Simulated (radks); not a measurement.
Values are calculated unless marked as measured or tabulated.
The gold ion Au4+, configuration [Xe] 4f14 5d7 (the NIST ground configuration).

Code: a radial shooting solver on a logarithmic mesh with Libxc functionals. Model: scalar-relativistic Kohn-Sham, PBE, spin-unpolarised, spherical densities, finite nucleus; Fermi nuclear charge, rms radius 5.4371 fm.

Energy parts (eV):
part                       energy
total                  -517111.46
kinetic                 578266.87
electron-nucleus      -1282518.78
Hartree                 196948.97
exchange-correlation     -9808.53

Orbitals (lengths in bohr, moments of r in powers of bohr; r(max) is where P^2 peaks):
orbital,occ.,eigenvalue (eV),r(max)
1s,2,-80794.64,0.01042
2s,2,-14300.23,0.06018
2p,6,-12374.00,0.04981
3s,2,-3415.800,0.1696
3p,6,-2856.764,0.1690
3d,10,-2258.503,0.1376
4s,2,-782.7969,0.3827
4p,6,-599.3961,0.4028
4d,10,-378.8709,0.4103
4f,14,-134.0270,0.3755
5s,2,-160.4633,0.8467
5p,6,-111.2255,0.9484
5d,7,-54.9860,1.168

The highest occupied level is 5d at -54.986 eV. The density falls to 0.001 e/bohr^3 at r = 3.11 bohr. For comparison, the ionisation energy in NIST's Atomic Spectra Database is 60 eV (theoretical). In exact Kohn-Sham theory the highest level is minus the ionisation energy, but local and semilocal functionals leave it too shallow, through self-interaction and a potential that decays too fast; potentials with the right tail come closer.

Beside tabulated values, note that spin-unpolarised runs miss the spin-polarisation part of the exchange energy of open shells.
